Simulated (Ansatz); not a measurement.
A single point on CH₆Cl₂O₂Si₂, SMILES `O[Si](O)(Cl)C[SiH2]Cl`.

```yaml
crystal:
  periodic: [false, false, false]
  atoms:
    - {symbol: O, position_ang: [-0.679777, 2.470442, 0.133300]}
    - {symbol: Si, position_ang: [-0.114854, 1.023903, 0.613900]}
    - {symbol: O, position_ang: [-1.326408, 0.242731, 1.380786]}
    - {symbol: Cl, position_ang: [1.441577, 1.251269, 1.944502]}
    - {symbol: C, position_ang: [0.510420, 0.146609, -0.894125]}
    - {symbol: Si, position_ang: [0.215273, -1.688543, -0.921783]}
    - {symbol: Cl, position_ang: [0.711873, -2.511171, 0.912117]}
    - {symbol: H, position_ang: [-1.085991, 3.034108, 0.794518]}
    - {symbol: H, position_ang: [-1.089277, -0.527348, 1.903441]}
    - {symbol: H, position_ang: [-0.005520, 0.572230, -1.763471]}
    - {symbol: H, position_ang: [1.577795, 0.350646, -1.013355]}
    - {symbol: H, position_ang: [1.058611, -2.369442, -1.931849]}
    - {symbol: H, position_ang: [-1.213732, -1.995436, -1.157991]}
basis:
  gaussian: {orbitals: def2-QZVPP}
correlation: {method: mp2}
```

```sh
$ ansatz run in.yaml --threads 2 --pin off --events-out ev --progress --plain --max-ram 22528MiB --backend cuda --devices 0, --max-vram 18GiB
```

It prints (some lines left out):

```
Functional definition: HF
3760 factors; integrals over basis functions are off by at most 8.4e-4 eV
mean field evaluation 1: about -45937.4595 eV, gradient 5.4e1 eV
mean field evaluation 2: about -45937.6804 eV, gradient 5.4e1 eV
mean field evaluation 4: about -45943.3686 eV, gradient 4.3e0 eV
mean field evaluation 8: about -45943.4424 eV, gradient 2.6e-1 eV
mean field -45943.44279533 eV, -1688.3903811444 hartree, gradient 3.0e-6 eV, S^2 0.000000; 0 other end points of the search recorded, 0 dependent functions left out
23 core orbitals not correlated: weight in the atoms' cores, before any rotation towards them, 1.000 or more for the frozen orbitals, at most 0.000 for the correlated occupied ones
reference -45943.44279533 eV, -1688.3903811444 hartree; 22, 22 occupied and 586, 586 virtual orbitals, 3760 factors
second order -37.51191446 eV of doubles, -0.00000000 eV of singles
Total energy: -45980.95470979 eV, -1689.7689185742 hartree
```

Run time 4.3 s (2 threads of an AMD EPYC 7R13 on a shared host and a share of an NVIDIA H100 80 GB); peak host memory 1.2 GiB.
